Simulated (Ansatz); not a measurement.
```yaml
crystal:
  periodic: [false, false, false]
  atoms:
    - {symbol: N, position_ang: [1.206943, -1.304269, 0.120858]}
    - {symbol: C, position_ang: [-0.052017, -0.451244, 0.001538]}
    - {symbol: F, position_ang: [-1.409749, -0.956337, 0.506444]}
    - {symbol: B, position_ang: [-0.010971, 1.021799, -0.346828]}
    - {symbol: F, position_ang: [1.060605, 1.515199, -0.860435]}
    - {symbol: Cl, position_ang: [-1.374476, 2.171235, -0.396404]}
    - {symbol: H, position_ang: [0.478089, -1.930025, 0.334650]}
basis:
  gaussian: {orbitals: aug-cc-pVDZ}
hamiltonian: {xc: {name: B97}}
relax: {f_tol: 0.0001, max_steps: 2}
output: {forces: true}
```

```sh
$ ansatz run in.yaml --threads 4 --pin off --events-out ev --progress --plain --max-ram 10444MiB
```

**Question.** How does Ansatz answer? (Best estimate.)

**Answer.** The calculation gave: No converged result was reached.
```
Functional definition: B97
1584 factors; integrals over basis functions are off by at most 3.5e-4 eV
mean field evaluation 1: about -21166.8764 eV, gradient 5.2e1 eV
mean field evaluation 2: about -21144.2838 eV, gradient 1.1e2 eV
mean field evaluation 4: about -21172.1038 eV, gradient 8.0e0 eV
mean field evaluation 8: about -21172.2190 eV, gradient 2.5e-1 eV
mean field evaluation 16: about -21172.2208 eV, gradient 8.1e-5 eV
mean field -21172.22080053 eV, -778.0647633728 hartree, gradient 8.1e-5 eV, S^2 0.000000; 0 other end points of the search recorded, 0 dependent functions left out
reference -21172.22084131 eV, -778.0647648715 hartree; 27, 27 occupied and 124, 124 virtual orbitals, 1584 factors
relax step   1: F+E_penalty+E_count = -21172.22080053 eV  Δ(F+E_penalty+E_count) = +0.000e0 eV  max|allowed force component| = 6.843e0 eV/Å  Δτ_max = 0.0000 Å  (27 SCF iters, accepted)
1584 factors; integrals over basis functions are off by at most 3.2e-4 eV
mean field -21174.13427372 eV, -778.1350822155 hartree, gradient 3.5e-5 eV, S^2 0.000000; 0 other end points of the search recorded, 0 dependent functions left out
reference -21174.13431434 eV, -778.1350837083 hartree; 27, 27 occupied and 124, 124 virtual orbitals, 1584 factors
relax step   2: F+E_penalty+E_count = -21174.13427372 eV  Δ(F+E_penalty+E_count) = -1.913e0 eV  max|allowed force component| = 5.677e0 eV/Å  Δτ_max = 0.1941 Å  (33 SCF iters, accepted)
Error: geometry relaxation did not converge after 2 steps: max|allowed force component| = 5.68e0 eV/Å (threshold 1.0e-4). Raise `relax.max_steps` over both its present limit and 2, loosen `relax.f_tol`, or start from a geometry closer to equilibrium. Where this run's directory can be resumed (`checkpoint.write`), a resume goes on for up to `relax.max_steps` more
```
